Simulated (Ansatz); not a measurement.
Two members of one family (AlP nanocrystals, H-capped), computed with Ansatz in the gas phase. Binding counts from free atoms in the multiplicity of their measured ground term, without zero-point energy. The structures are stationary points that may keep the symmetry of their start.

First: Al6P6H18, cut from wurtzite (singlet, charge 0, PBE-D4/def2-SVP geometry).

Cartesian coordinates in Å:
```
P -2.3787 -1.0939 -1.0408
Al -2.4874 0.4358 0.8493
Al -0.1977 -2.6151 1.8214
P -0.8000 -0.3114 2.3220
P -1.5143 2.3609 -0.2789
Al 0.8218 1.4585 2.7198
Al -0.2397 -1.7282 -2.0142
P 1.1485 -2.1875 -0.1600
P 0.4199 0.5000 -2.7422
Al 0.7662 2.2892 -1.1286
Al 3.1016 -0.7361 -0.1828
P 2.0218 1.2958 0.6081
H -3.0648 -2.2915 -0.6758
H -3.2571 -0.6361 -2.0764
H -3.9891 0.7083 1.3161
H -1.5481 -3.3378 1.3066
H 0.6955 -3.2397 2.9934
H -1.5629 -0.3878 3.5341
H -2.3960 2.8005 -1.3181
H -1.6213 3.4820 0.5979
H -0.0002 2.8490 2.6708
H 1.7781 1.0899 3.9491
H -0.4122 -2.7347 -3.2410
H 1.6427 -3.4752 -0.5522
H -0.4715 0.9475 -3.7698
H 1.6119 0.3706 -3.5168
H 1.1887 3.6583 -1.8311
H 4.2009 -1.2435 0.8643
H 3.4630 -0.4852 -1.7381
H 3.0806 2.2572 0.7140
```

```csv
level,HOMO (eV),LUMO (eV),gap (eV),binding per atom (eV)
PBE-D4/def2-SVP,-6.27,-2.31,3.97,2.89
PBE-D4/def2-TZVP,-6.32,-2.57,3.75,2.87
r2SCAN-D4/def2-TZVP,-6.59,-2.45,4.14,2.89
PBE0-D4/def2-SVP,-7.39,-1.56,5.83,2.88
PBE0-D4/def2-TZVP,-7.40,-1.81,5.59,2.87
```

Second: Al7P7H20, cut from zinc blende (singlet, charge 0, PBE-D4/def2-SVP geometry).

```
atom   x (Å)   y (Å)   z (Å)
 Al1   3.372  -1.652  -0.176
 Al2  -3.458  -0.105  -1.646
 Al3   0.736   0.513  -2.189
 Al4  -0.480  -2.254   0.539
 Al5   1.661  -0.447   3.342
 Al6  -0.967   1.714   1.311
 Al7   2.879   2.341   0.600
  P8  -2.674  -2.109  -0.576
  P9   1.079  -1.571  -1.110
 P10   3.071   0.094   1.461
 P11  -1.571   0.400  -3.049
 P12  -3.114   1.487   0.121
 P13   0.630   2.071  -0.405
 P14  -0.482  -0.469   2.098
 H15   4.331  -1.186  -1.377
 H16   3.496  -3.098   0.510
 H17  -4.897  -0.148  -2.331
 H18   1.643   0.869  -3.449
 H19  -0.384  -3.744   1.098
 H20   1.876  -1.960   3.833
 H21   1.538   0.780   4.370
 H22  -1.193   2.870   2.383
 H23   3.868   2.592  -0.640
 H24   2.687   3.416   1.777
 H25  -2.820  -3.157  -1.542
 H26  -3.719  -2.518   0.313
 H27   1.023  -2.563  -2.143
 H28   4.368   0.135   2.079
 H29  -1.654  -0.498  -4.161
 H30  -1.909   1.603  -3.747
 H31  -3.538   2.753  -0.398
 H32  -4.187   1.289   1.048
 H33   0.295   3.330  -1.000
 H34  -1.506  -0.780   3.053
```

Problem. Estimate the same table for the second.

Solution. 
| level | HOMO (eV) | LUMO (eV) | gap (eV) | binding per atom (eV) |
| --- | --- | --- | --- | --- |
| PBE-D4/def2-SVP | -5.89 | -2.30 | 3.59 | 2.91 |
| PBE-D4/def2-TZVP | -5.97 | -2.55 | 3.41 | 2.89 |
| r2SCAN-D4/def2-TZVP | -6.22 | -2.43 | 3.79 | 2.91 |
| PBE0-D4/def2-SVP | -6.99 | -1.54 | 5.44 | 2.90 |
| PBE0-D4/def2-TZVP | -7.03 | -1.79 | 5.24 | 2.89 |
